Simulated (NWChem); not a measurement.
System: CH₇GeN; SMILES C[NH][GeH3]

All runs: NWChem. Pople sets run with spherical d functions. All runs use the structure optimised with PBE0/def2-SVP. LC-ωPBE (HJS hole) with 6-31G*; x = 1 − exp(−ω/0.25 bohr⁻¹) is a scale chosen for this fit.

```csv
row,x,−ε(HOMO) (eV)
ω = 0.10,0.330,6.35
ω = 0.30,0.699,8.43
ω = 0.40,0.798,9.09
ω = 0.50,0.865,withheld
ω = 0.80,0.959,10.35
```

Question: Fit a straight line of the last column on the one before it, predict the withheld value, and compare with the run.

Answer: 
1. Means of the 4 shown rows: x = 0.6965, y = 8.555. Slope Σ(x − x̄)(y − ȳ)/Σ(x − x̄)² = 1.333/0.2135 = 6.244; intercept 4.206.
2. The shown rows scatter about the line by 0.123 (root mean square); the largest residual is +0.16, at ω = 0.80.
3. At x = 0.865 (ω = 0.50; inside the shown range) the line gives 9.61.
4. The run gives 9.57, -0.04 from the line, 0.3 times the scatter.
